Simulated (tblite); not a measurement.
Species: C₄H₂FOS (doublet state).
SMILES: `Fc1cocc1[S]`

Structure optimised with GFN2-xTB, isolated species. This method treats the open shell by occupation alone, without spin polarisation.

Take the most abundant isotopes and a rigid rotor. 

Q: Give the principal moments of inertia and the rotational constants in GHz.

A: Ia = 143.23, Ib = 241.49, Ic = 384.71 u·Å²; 505379 MHz·u·Å²/I gives 3528, 2093 and 1314 MHz, that is A = 3.5285, B = 2.0928, C = 1.3136 GHz.

Q: What kind of rotor is it?

A: An asymmetric top: κ = (2 × 2093 − 3528 − 1314)/(3528 − 1314) = -0.30.

Q: Is it planar, by Δ = Ic − Ia − Ib?

A: Planar: Δ = Ic − Ia − Ib = 0.00 u·Å². For a rigid frame Δ = −2 Σ m c², so it vanishes when all atoms lie in the ab plane; here none is more than 0.01 Å from it.

Q: Estimate the classical rotational partition function at 50 K, 100 K and 200 K.

A: Point group Cs, symmetry number σ = 1; q = (√π/σ)·√((kT/h)³/(ABC)), k/h = 20836.6 MHz/K: 19100 at 50 K, 54100 at 100 K, 153000 at 200 K.

For this open shell read J as N, the rotation without spin; fine and hyperfine splittings come on top. Its GFN2-xTB frequencies are all real (lowest 181 cm⁻¹). No vibrational averaging or centrifugal distortion is included, and the geometry carries the error of its method.

On one thread of an Arm Neoverse V1, no GPU, on a shared host, this took under 0.1 s. This is the geometry optimisation.

These are computed values.
